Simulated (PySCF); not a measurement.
Compound: C₅H₇F₂NOSi.
InChI=1S/C5H7F2NOSi/c6-5(7,3-8)9-4-1-2-10-4/h4H,1-2,10H2/t4-/m1/s1

Torsions of this conformer, `[N:1]#[C:2][C:3]([F:4])([F:5])[O:6][C@H:7]1[CH2:8][CH2:9][SiH2:10]1`: C2–C3–O6–C7 179°, C3–O6–C7–C8 -172°.

The closed-shell ground state was solved at several levels (PySCF, density fitting, gas phase, non-relativistic). One conformer (not necessarily the lowest) at the PBE0-D3(BJ)/def2-SVP geometry, without solvent, vibrations or thermal averaging.

```tsv
level	basis functions	total energy (Eh)	HOMO (eV)	LUMO (eV)	gap (eV)	dipole (D)
KT2/pcSseg-1	212	-824.3053	-7.05	-1.42	5.63	4.37
PBE0/pcSseg-1	212	-813.0982	-8.31	-0.32	7.99	4.46
```

Task: Estimate the row for B3LYP/def2-SVPD, a basis of 269 functions; the other rows only guide the guess.

Result: Total energy -813.4048 Eh, HOMO -8.10 eV, LUMO -0.72 eV, gap 7.38 eV, dipole 4.51 D.

Task: Over all these levels, which gives the widest orbital gap and which the narrowest?

Result: PBE0/pcSseg-1 (global hybrid, 25 % exact exchange) has the widest, 7.99 eV, and KT2/pcSseg-1 (GGA) the narrowest, 5.63 eV. The two share the basis. From the narrowest to the widest the HOMO moves by -1.26 eV and the LUMO by +1.10 eV.

Task: How far do the dipole and the HOMO energy spread over the levels?

Result: The dipole runs from 4.37 to 4.51 D (mean 4.45 D) and the HOMO from -8.31 to -7.05 eV.
